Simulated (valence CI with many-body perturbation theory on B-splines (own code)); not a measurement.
**P10+: calculated level list**

Computed by valence CI with perturbative core correlation (CI+MBPT): three valence electrons over a frozen Dirac-Fock core [He], a basis of 9 s, 9 p, 8 d, 6 f, 3 g, 1 h functions for each j, with the one-electron correlation potential Σ1, the two-electron term Σ2, the three-electron term Σ3, Breit, model QED; selected CI, second order for the rest, scaled by the run's own slope (own B-spline code, finite nucleus).

No measured levels were compared; by estimate levels of excited configurations hold to 0.05 to 0.15 % of their energy, terms of the ground configuration to about 0.5 %.

Levels 1 to 45 of 53, with energies above the lowest level, 2s2 2p 2P°_1/2. "Leading %" is the weight of the configuration and term that name the level; weights of strongly mixed levels are sums over their largest components and can fall short, so below about 35 % the name and the second component can differ from the true leading terms, or belong to a minority configuration. In the jj column 3d3/2^4 stands for four electrons in 3d with j = 3/2.

| No. | Configuration | Term | J | E (cm⁻¹) | Leading % | Leading jj | g |
| --- | --- | --- | --- | --- | --- | --- | --- |
| 1 | 2s2 2p | 2P° | 1/2 | 0 | 97 | 2s^2 2p1/2 (97 %) | 0.664 |
| 2 | 2s2 2p | 2P° | 3/2 | 9700 | 97 | 2s^2 2p3/2 (97 %) | 1.333 |
| 3 | 2s 2p2 | 4P | 1/2 | 177020 | 100 | 2s 2p1/2^2 (47 %) | 2.668 |
| 4 | 2s 2p2 | 4P | 3/2 | 180510 | 100 | 2s 2p1/2 2p3/2 (90 %) | 1.734 |
| 5 | 2s 2p2 | 4P | 5/2 | 185460 | 100 | 2s 2p3/2^2 (63 %) | 1.600 |
| 6 | 2s 2p2 | 2D | 3/2 | 316920 | 100 | 2s 2p1/2 2p3/2 (69 %) | 0.799 |
| 7 | 2s 2p2 | 2D | 5/2 | 317030 | 100 | 2s 2p1/2 2p3/2 (63 %) | 1.200 |
| 8 | 2s 2p2 | 2S | 1/2 | 403590 | 94 | 2s 2p3/2^2 (54 %) | 1.930 |
| 9 | 2s 2p2 | 2P | 1/2 | 427140 | 94 | 2s 2p1/2 2p3/2 (63 %) | 0.737 |
| 10 | 2s 2p2 | 2P | 3/2 | 432380 | 99 | 2s 2p3/2^2 (59 %) | 1.332 |
| 11 | 2p3 | 4S° | 3/2 | 558880 | 100 | 2p1/2 2p3/2^2 (55 %) | 2.000 |
| 12 | 2p3 | 2D° | 3/2 | 632090 | 99 | 2p1/2 2p3/2^2 (45 %) | 0.803 |
| 13 | 2p3 | 2D° | 5/2 | 632290 | 100 | 2p1/2 2p3/2^2 (100 %) | 1.199 |
| 14 | 2p3 | 2P° | 1/2 | 709900 | 97 | 2p1/2 2p3/2^2 (97 %) | 0.664 |
| 15 | 2p3 | 2P° | 3/2 | 710970 | 96 | 2p3/2^3 (57 %) | 1.330 |
| 16 | 2s2 3s | 2S | 1/2 | 2174000 | 93 | 2s^2 3s (93 %) | 2.002 |
| 17 | 2s2 3p | 2P° | 1/2 | 2262600 | 90 | 2s^2 3p1/2 (90 %) | 0.665 |
| 18 | 2s2 3p | 2P° | 3/2 | 2265200 | 90 | 2s^2 3p3/2 (90 %) | 1.334 |
| 19 | 2s2 3d | 2D | 3/2 | 2347600 | 94 | 2s^2 3d3/2 (94 %) | 0.799 |
| 20 | 2s2 3d | 2D | 5/2 | 2348300 | 94 | 2s^2 3d5/2 (94 %) | 1.200 |
| 21 | 2s 2p 3s | 4P° | 1/2 | 2359900 | 98 | 2s 2p1/2 3s (89 %) | 2.666 |
| 22 | 2s 2p 3s | 4P° | 3/2 | 2363000 | 98 | 2s 2p1/2 3s (59 %) | 1.732 |
| 23 | 2s 2p 3s | 4P° | 5/2 | 2369000 | 98 | 2s 2p3/2 3s (98 %) | 1.600 |
| 24 | 2s 2p 3s | 2P° | 1/2 | 2402500 | 95 | 2s 2p1/2 3s (73 %) | 0.667 |
| 25 | 2s 2p 3s | 2P° | 3/2 | 2409000 | 94 | 2s 2p3/2 3s (86 %) | 1.334 |
| 26 | 2s 2p 3p | 4D | 1/2 | 2438700 | 52 | 2s 2p1/2 3p1/2 (86 %) | 0.316 |
| 27 | 2s 2p 3p | 4D | 3/2 | 2441600 | 56 | 2s 2p1/2 3p1/2 (59 %) | 1.261 |
| 28 | 2s 2p 3p | 2P | 1/2 | 2444400 | 50 | 2s 2p3/2 3p3/2 (41 %) | 0.353 |
| 29 | 2s 2p 3p | 2P | 3/2 | 2445700 | 51 | 2s 2p1/2 3p3/2 (39 %) | 1.284 |
| 30 | 2s 2p 3p | 4D | 5/2 | 2446900 | 99 | 2s 2p1/2 3p3/2 (44 %) | 1.372 |
| 31 | 2s 2p 3p | 4D | 7/2 | 2452200 | 99 | 2s 2p3/2 3p3/2 (99 %) | 1.429 |
| 32 | 2s 2p 3p | 4S | 3/2 | 2463200 | 94 | 2s 2p3/2 3p3/2 (47 %) | 1.975 |
| 33 | 2s 2p 3p | 4P | 1/2 | 2473400 | 98 | 2s 2p1/2 3p1/2 (50 %) | 2.663 |
| 34 | 2s 2p 3p | 4P | 3/2 | 2476400 | 94 | 2s 2p3/2 3p1/2 (62 %) | 1.739 |
| 35 | 2s 2p 3p | 4P | 5/2 | 2479000 | 96 | 2s 2p3/2 3p3/2 (53 %) | 1.591 |
| 36 | 2s 2p 3p | 2D | 3/2 | 2484900 | 97 | 2s 2p1/2 3p3/2 (56 %) | 0.806 |
| 37 | 2s 2p 3p | 2D | 5/2 | 2491100 | 96 | 2s 2p3/2 3p3/2 (59 %) | 1.208 |
| 38 | 2s 2p 3d | 4F° | 3/2 | 2512800 | 98 | 2s 2p1/2 3d3/2 (82 %) | 0.406 |
| 39 | 2s 2p 3d | 4F° | 5/2 | 2514700 | 98 | 2s 2p1/2 3d3/2 (38 %) | 1.033 |
| 40 | 2s 2p 3p | 2S | 1/2 | 2515300 | 98 | 2s 2p3/2 3p3/2 (60 %) | 1.998 |
| 41 | 2s 2p 3d | 4F° | 7/2 | 2517500 | 98 | 2s 2p1/2 3d5/2 (42 %) | 1.241 |
| 42 | 2s 2p 3d | 4F° | 9/2 | 2521600 | 100 | 2s 2p3/2 3d5/2 (100 %) | 1.333 |
| 43 | 2s 2p 3d | 4D° | 1/2 | 2535000 | 96 | 2s 2p1/2 3d3/2 (57 %) | 0.043 |
| 44 | 2s 2p 3d | 4D° | 3/2 | 2535200 | 86 | 2s 2p1/2 3d5/2 (33 %) | 1.210 |
| 45 | 2s 2p 3d | 4D° | 5/2 | 2535600 | 65 | 2s 2p1/2 3d5/2 (68 %) | 1.380 |

Names give the largest LS component (configuration and term), which can be under half, so a name can repeat, a term be missing and a line seem to break the LS rules; names also repeat where a configuration has a term twice.

The ionisation energy to 2s2 1S_0 of the next ion comes out as 479.4 eV (NIST: 479.44 ± 0.05 eV (semi-empirical)). All 53 levels together are meant to be complete up to 2550300 cm⁻¹.
